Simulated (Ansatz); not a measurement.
Two members of one family (GaSb nanocrystals, H-capped) that differ in charge, which shifts all levels, computed with Ansatz in the gas phase; def2 core potentials for Sb, no spin–orbit coupling. The structures are stationary points that may keep the symmetry of their start.

First: Ga9Sb9H24, cut from wurtzite (singlet, charge 0, r2SCAN-D4/def2-SVP geometry).

| atom | x (Å) | y (Å) | z (Å) |
| --- | --- | --- | --- |
| Ga1 | 1.260 | 5.216 | -0.157 |
| Sb2 | -1.175 | 4.745 | 0.975 |
| Sb3 | 1.826 | 2.646 | -0.650 |
| Ga4 | 2.159 | 1.201 | 1.545 |
| Ga5 | -2.223 | 2.312 | 1.268 |
| Sb6 | -0.333 | 0.927 | 2.518 |
| Sb7 | 2.875 | -1.275 | 0.931 |
| Ga8 | 3.404 | -2.789 | 3.075 |
| Ga9 | -1.184 | -1.570 | 2.834 |
| Sb10 | 0.849 | -2.815 | 4.024 |
| Ga11 | 0.232 | 1.546 | -2.459 |
| Sb12 | -2.104 | 1.244 | -1.161 |
| Sb13 | 0.993 | -0.937 | -2.982 |
| Ga14 | 1.307 | -2.466 | -0.841 |
| Ga15 | -3.049 | -1.237 | -1.041 |
| Sb16 | -1.117 | -2.443 | 0.326 |
| Ga17 | -0.440 | -2.105 | -4.919 |
| Sb18 | -2.781 | -2.164 | -3.525 |
| H19 | 2.152 | 5.760 | 1.006 |
| H20 | 0.950 | 5.973 | -1.489 |
| H21 | -1.291 | 5.476 | 2.508 |
| H22 | -2.389 | 5.676 | 0.229 |
| H23 | 3.360 | 2.618 | -1.392 |
| H24 | 3.073 | 1.880 | 2.621 |
| H25 | -3.633 | 2.276 | 1.943 |
| H26 | -0.294 | 1.573 | 4.095 |
| H27 | 4.349 | -1.074 | 0.098 |
| H28 | 4.222 | -1.976 | 4.131 |
| H29 | 3.694 | -4.264 | 2.647 |
| H30 | -2.564 | -1.717 | 3.554 |
| H31 | 0.794 | -2.322 | 5.652 |
| H32 | 0.310 | -4.408 | 4.291 |
| H33 | 0.016 | 2.427 | -3.736 |
| H34 | -3.259 | 2.104 | -2.070 |
| H35 | 2.577 | -0.758 | -3.588 |
| H36 | 1.720 | -3.941 | -1.167 |
| H37 | -4.482 | -1.374 | -0.432 |
| H38 | -1.606 | -4.072 | 0.422 |
| H39 | -0.692 | -1.105 | -6.095 |
| H40 | -0.024 | -3.603 | -5.079 |
| H41 | -4.043 | -1.449 | -4.415 |
| H42 | -3.437 | -3.735 | -3.494 |

| level | HOMO (eV) | LUMO (eV) | gap (eV) |
| --- | --- | --- | --- |
| PBE-D4/def2-SVP | -5.74 | -2.44 | 3.29 |
| PBE0-D4/def2-SVP | -6.63 | -1.81 | 4.82 |

Second: Ga9Sb10H26⁺, cut from wurtzite (singlet, charge 1, r2SCAN-D4/def2-SVP geometry).

Cartesian coordinates in Å:
```
Sb 3.009 -2.203 -2.638
Ga 5.170 -1.402 -1.130
Sb -1.348 -1.998 -3.695
Ga -3.726 -2.966 -2.829
Ga 0.649 -1.099 -2.181
Sb 0.088 -1.531 0.378
Sb 3.804 0.374 0.366
Ga 2.069 -0.741 2.035
Sb -4.131 -1.407 -0.650
Ga -2.266 -0.481 1.009
Sb -2.665 -1.000 3.572
Sb 0.840 1.003 3.610
Ga -0.809 -0.131 5.412
Sb 0.765 1.522 -2.373
Ga 2.880 2.438 -1.009
Ga -1.808 2.274 -2.092
Sb -1.946 2.098 0.593
Sb 1.756 4.021 0.825
Ga -0.213 3.095 2.373
H 2.726 -3.878 -2.625
H 3.227 -2.036 -4.314
H 5.497 -2.653 -0.267
H 6.065 -0.642 -2.151
H -0.643 -3.212 -4.654
H -1.519 -0.836 -4.920
H -3.347 -4.346 -2.216
H -4.803 -2.598 -3.886
H -0.102 -3.216 0.531
H 4.951 1.089 1.402
H 2.634 -1.985 2.793
H -5.220 -2.240 0.354
H -5.123 -0.070 -0.976
H -2.997 -2.665 3.641
H -4.247 -0.454 3.864
H 2.109 1.692 4.511
H -0.168 -1.449 5.934
H -1.566 0.979 6.196
H 1.186 1.727 -4.009
H 3.895 3.186 -1.924
H -2.606 0.999 -2.575
H -2.040 3.729 -2.587
H -3.457 2.712 1.073
H 2.987 4.607 1.836
H 1.302 5.499 0.122
H -0.854 4.195 3.273
```

Problem. Estimate how these quantities change from the first to the second (second minus first).

Solution. 
| level | Δ HOMO (eV) | Δ LUMO (eV) | Δ gap (eV) |
| --- | --- | --- | --- |
| PBE-D4/def2-SVP | -2.54 | -2.74 | -0.21 |
| PBE0-D4/def2-SVP | -2.53 | -2.73 | -0.21 |
